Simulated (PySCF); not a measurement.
Computed with PBE-D3(BJ)/def2-TZVP // TPSSh-D3(BJ)/def2-TZVP run with PySCF 2.14.0. Gas-phase values, no solvent. One relaxed conformer stands for a flexible species; it need not be the lowest. Excitations are Tamm–Dancoff values on a coarser integration grid. The basis has no diffuse functions, so Rydberg states are missing or too high.

Reference species (SMILES): `[AlH2][SH]` (neutral, multiplicity 1).

| Quantity | Value |
|---|---|
| T1 excitation (TDA) | 4.17 eV |
| LUMO | -2.16 eV |
| HOMO–LUMO gap | 4.51 eV |

Changed species: `[SH][AlH][SH]` (H–S–Al–S torsion 0°, S–Al–S–H torsion 0°) (1 of 3 SH replaced by H; the reference has 2 of 3 SH replaced by H).

### Question
What does the change do to the T1 excitation (TDA), LUMO and HOMO–LUMO gap?

### Answer
the T1 excitation (TDA) rises by 0.30 eV, to 4.47 eV; the LUMO goes up by 0.37 eV, to -1.79 eV; the HOMO–LUMO gap rises by 0.20 eV, to 4.71 eV.
